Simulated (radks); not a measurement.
All-electron atom: Ta61+ in [Ne] 3s2.

Method: non-relativistic Kohn-Sham, PBE, spin-polarised, spherical densities, point nucleus; relativity is left out, which matters for an element this heavy; computed with a radial shooting solver on a logarithmic mesh with Libxc functionals.

Energy parts (hartree):
| part | energy |
|---|---|
| total | -10499.8191 |
| kinetic | 10499.3149 |
| electron-nucleus | -21727.8722 |
| Hartree | 858.0988 |
| exchange-correlation | -129.3606 |

Orbitals (lengths in bohr, moments of r in powers of bohr):
| orbital | occ. | eigenvalue (hartree) | <r^2> | <1/r> | <r^4> |
|---|---|---|---|---|---|
| 1s | 2 | -2461.554 | 0.0005748 | 72.48 | 8.322e-07 |
| 2s | 2 | -547.0053 | 0.008715 | 17.27 | 0.0001258 |
| 2p | 6 | -533.8892 | 0.006422 | 17.24 | 0.00007840 |
| 3s | 2 | -229.6359 | 0.04621 | 7.346 | 0.003077 |

The highest occupied level is 3s at -6248.7 eV. Virial ratio -V/T = 2.00005. The density falls to 0.001 e/bohr^3 at r = 0.55 bohr.
